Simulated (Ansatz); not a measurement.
Basis-set extrapolation for `C[SiH](O)[Al]1[O][AlH]1` (PBE0-D4/def2-TZVP geometry, frozen core, the Gaussian-basis code of Ansatz). Multiplicity 1, RHF reference.

```
                      def2-TZVPP   def2-QZVPP
                 HF  -964.064134  -964.096558
    MP2 correlation    -0.916821    -0.987061
CCSD(T) correlation    -0.999006      not run
```

Energies in hartree. Use E(X) = E(∞) + A·exp(−7.88·√X) for Hartree–Fock and E(X) = E(∞) + B·X^(−2.97) for correlation, with X = 3 and 4, and add CCSD(T) minus MP2 of the smaller set to the MP2 limit.

Task: What is the CCSD(T) energy at the basis-set limit?

Result: HF limit: -964.096558 + (-0.032424) × 0.13774 = -964.10102. MP2 limit: -0.987061 + (-0.070240) × 0.74074 = -1.03909. Higher-order term: -0.999006 − (-0.916821) = -0.08218. Total: -965.22229 hartree, 4.33 eV below CCSD(T)/def2-TZVPP.
